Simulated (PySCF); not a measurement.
## Nuclear quadrupole coupling in `CP(C#C[PH3+])CO`

Compound: C4H9OP2 (charge +1).
Geometry (PBE0-D3(BJ)/def2-SVP, Å), atoms numbered from 1 in this order:
```
atom  x, y, z in Å
C1    -1.840   -1.701   -0.018
P2    -1.246   -0.151   -0.820
C3     0.485   -0.218   -0.467
C4     1.708   -0.190   -0.355
P5     3.392   -0.077   -0.216
C6    -1.688    1.186    0.451
O7    -1.002    2.360    0.199
H8    -1.456   -2.571   -0.568
H9    -1.561   -1.774    1.043
H10   -2.937   -1.708   -0.108
H11    3.963    0.813   -1.154
H12    3.815    0.378    1.053
H13    4.021   -1.325   -0.418
H14   -1.420    0.826    1.456
H15   -2.789    1.283    0.411
H16   -1.463    2.868   -0.478
```

Field gradients from the PBE0/pcSseg-1 density (PySCF, non-relativistic), principal values in atomic units, ordered |Vxx| ≤ |Vyy| ≤ |Vzz|:

```
atom      Vxx      Vyy     Vzz
  O7  -0.0035  -1.8926  1.8962
```

Question: Find the asymmetry η = (Vxx − Vyy)/Vzz and the couplings χ = eQV/h (234.96 MHz × Q in barn × V in au), with Q(17O) = −0.0256 b.

Answer: 
```tsv
atom	environment	nucleus	η	χzz (MHz)	χxx (MHz)	χyy (MHz)
O7	alcohol oxygen	17O	1.00	-11.41	0.02	11.38
```

At O7 η is above 0.9: Vyy and Vzz are nearly equal in size and opposite in sign, so a small change could swap them and flip the sign of χzz. The tensor is traceless: Vxx + Vyy + Vzz = 0.

Question: What is Vzz at O7 in SI units (1 au = 9.71736 × 10²¹ V/m²)?

Answer: 1.8962 au = 18.426 × 10²¹ V/m².

Question: And the gradient at the other heavy atoms, for which no coupling is worked out here?

Answer: 
| atom | environment | Vzz (au) | η |
| --- | --- | --- | --- |
| C1 | sp3 carbon bound to phosphorus | 0.170 | 0.11 |
| P2 | phosphine phosphorus | -1.427 | 0.71 |
| C3 | alkyne carbon | -0.489 | 0.07 |
| C4 | alkyne carbon | 0.101 | 0.38 |
| P5 | phosphonium phosphorus | 0.141 | 0.14 |
| C6 | carbinol carbon (C–OH) | -0.278 | 0.99 |

Were the hydrogens deuterons (Q(2H) = 0.00286 b), χzz would run from 107 kHz (H12 and H11) to 307 kHz (H16).

One conformer (not necessarily the lowest) at the PBE0-D3(BJ)/def2-SVP geometry, without solvent, vibrations or thermal averaging. These gradients aren't converged with respect to the basis.
